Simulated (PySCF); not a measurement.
C₃H₈N₂SSi.
Bonds: N1–Si2, Si2–N3, Si2–C4, C4–C5 (triple), C5–C6, C6–S7. Hydrogens: H8, H9 on N1; H10 on Si2; H11, H12 on N3; H13, H14 on C6; H15 on S7.

Computed, not measured: PySCF, TDDFT wB97X-D/def2-SVPD, vertical, gas phase, core orbitals frozen in the response. One conformer (not necessarily the lowest) at the GFN2-xTB geometry, without solvent, vibrations or thermal averaging. Torsions of this conformer, `[NH2:1][SiH:2]([NH2:3])[C:4]#[C:5][CH2:6][SH:7]`: H–N1–Si2–N3 -48°, H–N1–Si2–N3 177°, H–N3–Si2–N1 180°, H–N3–Si2–N1 -44°, H–S7–C6–C5 54°.

**Question.** List the vertical singlet excitations with oscillator strengths and describe the spectrum.

**Answer.** 

| state | E (eV) | ν̃ (cm⁻¹) | f | main configurations (H = HOMO, L = LUMO) |
| --- | --- | --- | --- | --- |
| S1 | 5.33 | 43020 | 0.0081 | H→L (66%), H→L+1 (14%) |
| S2 | 5.78 | 46600 | 0.0033 | H-3→L (68%) |
| S3 | 6.05 | 48760 | 0.095 | H→L+1 (33%), H→L (15%), H-3→L+2 (10%) |
| S4 | 6.26 | 50450 | 0.013 | H-1→L (25%), H→L+1 (14%), H→L+3 (14%) |
| S5 | 6.27 | 50570 | 0.015 | H→L+2 (22%), H-1→L+2 (16%), H-4→L+2 (10%) |
| S6 | 6.74 | 54350 | 0.020 | H-2→L+2 (42%), H-2→L (30%) |
| S7 | 6.90 | 55660 | 0.094 | H-4→L (23%), H-1→L (17%), H-1→L+1 (12%) |
| S8 | 7.04 | 56820 | 0.012 | H-2→L (35%), H-2→L+2 (19%), H-2→L+3 (8%) |

Triplets (Tamm–Dancoff): T1 4.74 eV, H→L (68%); T2 5.07 eV, H-1→L (24%), H-4→L (14%), H→L+1 (12%); T3 5.40 eV, H-3→L (56%).

The lowest singlet lies at 5.33 eV (232 nm, ultraviolet) and is weak; its leading configuration is HOMO→LUMO (66%). The largest oscillator strength of a single state is 0.095. Löwdin shares by element: HOMO sulfur 67%, carbon 22%; LUMO carbon 45%, sulfur 31% (atoms not listed hold the other 24%). Of the 8 states listed, 6 reach f = 0.01 and none stays under 0.0005. Orbital energies (eV): HOMO-3 -9.71, HOMO-2 -9.53, HOMO-1 -9.44, HOMO -8.89, LUMO 1.26, LUMO+1 1.79, LUMO+2 1.87. The oscillator strengths of these states sum to 0.260; summed over the whole spectrum of an exact calculation they would give the number of electrons, 70 (Thomas–Reiche–Kuhn). Singlets were solved by full linear response, triplets in the Tamm–Dancoff approximation.

Time: 39 s wall; peak memory 0.89 GiB. Hardware: one thread of an Arm Neoverse V1, no GPU, shared host.
